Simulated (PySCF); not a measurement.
Electric field gradients and quadrupole coupling constants

Compound: C12H10S.
Cartesian coordinates in Å at the PBE0-D3(BJ)/def2-SVP level; atoms count from 1:
```
atom  x, y, z in Å
C1    -3.9587   -0.8306    0.7897
C2    -2.7549   -1.1566    1.4173
C3    -1.6222   -0.3731    1.2221
C4    -1.6813    0.7366    0.3695
S5    -0.2934    1.8148    0.1331
C6     1.0491    0.6828   -0.1129
C7     2.2946    1.0173    0.4292
C8     3.3992    0.1996    0.1965
C9     3.2656   -0.9646   -0.5571
C10    2.0202   -1.3019   -1.0896
C11    0.9169   -0.4797   -0.8823
C12   -2.8845    1.0599   -0.2655
C13   -4.0212    0.2831   -0.0449
H14   -4.8466   -1.4457    0.9528
H15   -2.7003   -2.0255    2.0777
H16   -0.6846   -0.6200    1.7251
H17    2.3904    1.9172    1.0413
H18    4.3685    0.4701    0.6223
H19    4.1294   -1.6106   -0.7292
H20    1.9079   -2.2110   -1.6856
H21   -0.0529   -0.7379   -1.3130
H22   -2.9213    1.9182   -0.9402
H23   -4.9576    0.5442   -0.5436
```

Field gradients from the PBE0/pcSseg-1 density (PySCF, non-relativistic), principal values in atomic units, ordered |Vxx| ≤ |Vyy| ≤ |Vzz|:

```csv
atom,Vxx,Vyy,Vzz
S5,0.3879,2.4096,-2.7976
```

Problem. Find the asymmetry η = (Vxx − Vyy)/Vzz and the couplings χ = eQV/h (234.96 MHz × Q in barn × V in au), with Q(33S) = −0.0678 b.

Solution. 
```tsv
atom	environment	nucleus	η	χzz (MHz)	χxx (MHz)	χyy (MHz)
S5	sulfide sulfur	33S	0.72	44.57	-6.18	-38.39
```

The tensor is traceless: Vxx + Vyy + Vzz = 0.

Problem. What is Vzz at S5 in SI units (1 au = 9.71736 × 10²¹ V/m²)?

Solution. -2.7976 au = -27.185 × 10²¹ V/m².

Were the hydrogens deuterons (Q(2H) = 0.00286 b), χzz would run from 202 kHz (H16, H21, H17 and H22) to 205 kHz (H19, H14, H23, H18 and 2 more).

The structure is a single PBE0-D3(BJ)/def2-SVP conformer in the gas phase; no vibrational or solvent corrections. With a basis this small, the couplings can be 20 % off.
